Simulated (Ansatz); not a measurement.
Be₃O₃⁻. The state is a doublet with charge -1. Geometry r2SCAN-D4/def2-SVPD; atoms count from 1.

```xyz
6

Be    0.476   -1.221    0.079
Be    0.317    0.763   -1.020
Be   -0.793    0.457    0.941
O    -0.587    1.505   -0.097
O    -0.390   -0.941    1.257
O     0.978   -0.564   -1.160
```

The highest occupied level of the relaxed charge -1 doublet lies above zero (up to 0.88 eV). By energy differences its removal costs 0.29 eV (each at its own geometry, to the charge 0 singlet, at PBE0-D4/def2-TZVPD); the vertical value is larger still, so the positive level points to self-interaction error. The structure comes from a short search, and lower isomers may exist.

**Question.** Estimate the Mulliken populations from the PBE0/def2-TZVPD orbitals of Ansatz.

**Answer.** 
```json
{"atom": "Be1", "charge (e)": "-0.42", "spin (α − β)": "0.39"}
{"atom": "Be2", "charge (e)": "-0.42", "spin (α − β)": "0.39"}
{"atom": "Be3", "charge (e)": "-0.42", "spin (α − β)": "0.39"}
{"atom": "O4", "charge (e)": "0.09", "spin (α − β)": "-0.05"}
{"atom": "O5", "charge (e)": "0.09", "spin (α − β)": "-0.05"}
{"atom": "O6", "charge (e)": "0.09", "spin (α − β)": "-0.05"}
```
Mulliken values and Mayer orders depend strongly on the basis. With diffuse functions, as here, like atoms can get unlike values, and bond orders can come out too low or too high.

**Question.** Where does the spin sit?

**Answer.** Summed by element: Be 1.16, O -0.16, of 1 unpaired in all. Largest on single atoms: Be2 0.39, Be3 0.39, Be1 0.39.

**Question.** And the Mayer bond orders between bonded heavy atoms (over 0.3)?

**Answer.** Be1–Be2 0.48 (2.27 Å); Be1–Be3 0.48 (2.27 Å); Be1–O5 1.16 (1.49 Å); Be1–O6 1.16 (1.49 Å); Be2–Be3 0.48 (2.27 Å); Be2–O4 1.16 (1.49 Å); Be2–O6 1.16 (1.49 Å); Be3–O4 1.16 (1.49 Å); Be3–O5 1.16 (1.49 Å).
